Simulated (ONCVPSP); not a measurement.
**Logarithmic derivatives: Al, ONCV**

- Element: aluminium
- Generator: ONCVPSP 4.0.1
- Type: optimised norm-conserving Vanderbilt (ONCV)
- Functional: LDA (Perdew-Zunger)
- Relativity: scalar-relativistic
- Frozen core: [He]
- Valence charge: 11
- Reference configuration: 2s2 2p6 3s2 (charge +1)
- Partial waves: 2s+3s: rc 1.00 bohr, ncon 5, nbas 8, qcut 14.8 1/bohr, 3 projectors, debl 0.7 Ha; 2p: rc 0.95 bohr, ncon 4, nbas 8, qcut 16 1/bohr, 2 projectors, debl 2.4 Ha; d scattering state at 0.06 Ha: rc 0.95 bohr, ncon 4, nbas 7, qcut 9 1/bohr, 2 projectors, debl 3.9 Ha
- Local potential: polynomial inside 0.90 bohr (lpopt 3, dvloc0 4 Ha)
- Core correction: Teter function, fcfact 1.5, rcfact 1.15

In the p channel the program set the typed energies aside and used -2.870, 0.250 Ha.

The phase is arctan(r·R′/R) of the radial function R(r), unwrapped; energies in Ha, scanned from -6 to 5 Ha. A pole is an energy at which the radial function vanishes at the test radius. The pseudo phase is shifted by a multiple of π to meet the all-electron one at the reference energy, and phase errors are pseudo minus all-electron; the curves can meet again beyond the range given. Levels narrower than the energy grid can be missing from the lists of poles.

```json
{"channel": "s", "radius (bohr)": "1.02", "reference energy (Ha)": "-0.55", "poles, all-electron": "-3.05", "poles, pseudo": "-3.05", "unbroken range about the reference energy with phases within 0.05 rad": "the whole range", "phase error 1 Ha above the reference energy (rad)": "+0.000"}
{"channel": "p", "radius (bohr)": "0.96", "reference energy (Ha)": "-2.87", "poles, all-electron": "-1.60", "poles, pseudo": "-1.60", "unbroken range about the reference energy with phases within 0.05 rad": "the whole range", "phase error 1 Ha above the reference energy (rad)": "+0.000"}
{"channel": "d", "radius (bohr)": "0.96", "reference energy (Ha)": "0.06", "poles, all-electron": "none", "poles, pseudo": "none", "unbroken range about the reference energy with phases within 0.05 rad": "the whole range", "phase error 1 Ha above the reference energy (rad)": "+0.000"}
```

Phases in the d channel:

```json
{"E (Ha)": "-5.96", "all-electron": "1.187", "pseudo": "1.187"}
{"E (Ha)": "-5.68", "all-electron": "1.177", "pseudo": "1.177"}
{"E (Ha)": "-5.40", "all-electron": "1.166", "pseudo": "1.166"}
{"E (Ha)": "-5.12", "all-electron": "1.154", "pseudo": "1.154"}
{"E (Ha)": "-4.84", "all-electron": "1.141", "pseudo": "1.141"}
{"E (Ha)": "-4.56", "all-electron": "1.127", "pseudo": "1.127"}
{"E (Ha)": "-4.28", "all-electron": "1.113", "pseudo": "1.113"}
{"E (Ha)": "-4.00", "all-electron": "1.096", "pseudo": "1.096"}
{"E (Ha)": "-3.72", "all-electron": "1.079", "pseudo": "1.079"}
{"E (Ha)": "-3.44", "all-electron": "1.059", "pseudo": "1.059"}
{"E (Ha)": "-3.16", "all-electron": "1.038", "pseudo": "1.038"}
{"E (Ha)": "-2.88", "all-electron": "1.015", "pseudo": "1.015"}
{"E (Ha)": "-2.60", "all-electron": "0.989", "pseudo": "0.989"}
{"E (Ha)": "-2.32", "all-electron": "0.960", "pseudo": "0.960"}
{"E (Ha)": "-2.04", "all-electron": "0.927", "pseudo": "0.927"}
{"E (Ha)": "-1.76", "all-electron": "0.891", "pseudo": "0.891"}
{"E (Ha)": "-1.48", "all-electron": "0.850", "pseudo": "0.850"}
{"E (Ha)": "-1.20", "all-electron": "0.803", "pseudo": "0.803"}
{"E (Ha)": "-0.92", "all-electron": "0.750", "pseudo": "0.750"}
{"E (Ha)": "-0.64", "all-electron": "0.688", "pseudo": "0.688"}
{"E (Ha)": "-0.36", "all-electron": "0.618", "pseudo": "0.618"}
{"E (Ha)": "-0.08", "all-electron": "0.536", "pseudo": "0.536"}
{"E (Ha)": "0.20", "all-electron": "0.443", "pseudo": "0.443"}
{"E (Ha)": "0.48", "all-electron": "0.337", "pseudo": "0.337"}
{"E (Ha)": "0.76", "all-electron": "0.217", "pseudo": "0.217"}
{"E (Ha)": "1.04", "all-electron": "0.086", "pseudo": "0.086"}
{"E (Ha)": "1.32", "all-electron": "-0.054", "pseudo": "-0.054"}
{"E (Ha)": "1.60", "all-electron": "-0.198", "pseudo": "-0.198"}
{"E (Ha)": "1.88", "all-electron": "-0.341", "pseudo": "-0.341"}
{"E (Ha)": "2.16", "all-electron": "-0.476", "pseudo": "-0.476"}
{"E (Ha)": "2.44", "all-electron": "-0.601", "pseudo": "-0.601"}
{"E (Ha)": "2.72", "all-electron": "-0.713", "pseudo": "-0.713"}
{"E (Ha)": "3.00", "all-electron": "-0.812", "pseudo": "-0.812"}
{"E (Ha)": "3.28", "all-electron": "-0.899", "pseudo": "-0.899"}
{"E (Ha)": "3.56", "all-electron": "-0.974", "pseudo": "-0.974"}
{"E (Ha)": "3.84", "all-electron": "-1.040", "pseudo": "-1.040"}
{"E (Ha)": "4.12", "all-electron": "-1.097", "pseudo": "-1.097"}
{"E (Ha)": "4.40", "all-electron": "-1.147", "pseudo": "-1.147"}
{"E (Ha)": "4.68", "all-electron": "-1.192", "pseudo": "-1.192"}
{"E (Ha)": "4.96", "all-electron": "-1.231", "pseudo": "-1.231"}
```
